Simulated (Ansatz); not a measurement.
# Worked example: ideal-gas entropy of MoH2O4 (molybdic acid)

A singlet with charge 0, relaxed at PBE0-D4/def2-TZVP (core potential) (Ansatz 0.2.0):

```xyz
7

O     0.0526   -1.8997   -0.2371
Mo    0.0951   -0.2873    0.2164
O     0.6334   -0.1739    1.7990
O    -1.6283    0.4230    0.0746
O     1.2711    0.6570   -0.8881
H    -2.0300    0.9705    0.7543
H     1.6063    0.3104   -1.7192
```

Harmonic wavenumbers in cm⁻¹: 206, 231, 238, 274, 277, 307, 372, 626, 642, 741, 758, 1044, 1070, 3889, 3893.

Masses in u: O 15.999, Mo 95.95, H 1.008. Take T = 298.15 K, p = 1 bar, R = 8.3145 J/(mol K), kT/hc = 207.22 cm⁻¹, rigid rotor and harmonic oscillator.

Q: Work out S° at 298 K.

A: 
1. Translation (Sackur–Tetrode): S = R[3/2 ln M + 5/2 ln T − 1.1517] with M = 161.962 gives 172.3 J/(mol K).
2. Rotation: principal moments 130.224, 144.755, 153.681 u Å² give A, B, C = 0.1295, 0.1165, 0.1097 cm⁻¹; the symmetry number is σ = 2; q = (√π/σ)√((kT/hc)³/ABC) = 64982; S = R(ln q + 3/2) = 104.6.
3. Vibration: with u = ν̃/207.22, each mode gives R[u/(eᵘ − 1) − ln(1 − e⁻ᵘ)]; the sum is 53.5, most from 206 cm⁻¹ (8.7), 231 cm⁻¹ (7.8), 238 cm⁻¹ (7.6).
4. Electronic: R ln 1 = 0.0, from the spin multiplicity alone.
5. Sum: 172.3 + 104.6 + 53.5 + 0.0 = 330.4 J/(mol K).

No measured value is set beside it here. Where a soft mode is a torsion, a harmonic oscillator describes it poorly.
